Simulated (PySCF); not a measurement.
## Radial density of As⁺ (arsenic, charge +1)

UHF, [Ar] 3d10 4s2 4p2, high-spin 3P determinant. Computed with PySCF 2.14 in cc-pVDZ-DK, with the spin-free X2C one-electron Hamiltonian (Gaussian nucleus).

| r (bohr) | 4πr²ρ (e/bohr) | 4πr²(ρα − ρβ) |
| --- | --- | --- |
| 0.00102 | 0.5221 | 0.0000 |
| 0.00171 | 1.255 | 0.0000 |
| 0.00288 | 2.969 | 0.0000 |
| 0.00485 | 6.752 | 0.0000 |
| 0.00815 | 14.21 | 0.0001 |
| 0.0137 | 26.07 | 0.0005 |
| 0.0231 | 38.12 | 0.0028 |
| 0.0388 | 39.46 | 0.0127 |
| 0.0653 | 32.80 | 0.0401 |
| 0.110 | 42.97 | 0.0609 |
| 0.185 | 42.28 | 0.0028 |
| 0.311 | 24.36 | 0.0489 |
| 0.522 | 30.96 | 0.1198 |
| 0.879 | 12.78 | 0.0300 |
| 1.48 | 3.266 | 0.8126 |
| 2.49 | 1.459 | 0.8147 |
| 4.18 | 0.1557 | 0.1229 |
| 7.03 | 0.0008935 | 0.0008 |

Densities and radii are taken from the X2C orbitals without a picture-change correction, which distorts them close to the nucleus.
